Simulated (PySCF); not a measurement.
In(Cl)(OH)(OMe) (CH4ClInO2), SMILES C[O][In]([OH])[Cl]. The structure is a stationary point at PBE-D3(BJ)/def2-SVP. The def2 effective core potentials stand for the cores of In; spin–orbit coupling is left out. Other conformers were not sampled.

**Question.** Give the equilibrium geometry at PBE-D3(BJ)/def2-SVP (PySCF confirms it by a frequency run) as Cartesian coordinates in Å, and its point group. (Estimate from the structure and the level; the computed values follow.)

**Answer.** Several could match; the one computed here: point group Cs.
```xyz
9

In     0.1561    -0.0428     0.0000
Cl    -0.7648    -2.2139     0.0000
O      2.1595     0.2023     0.0000
H      2.5692    -0.6865     0.0000
O     -1.1281     1.5077     0.0000
C     -0.6445     2.8392     0.0000
H     -0.0368     3.0947    -0.8999
H     -1.5292     3.5144     0.0000
H     -0.0368     3.0947     0.8999
```
Charge 0, spin multiplicity 1.
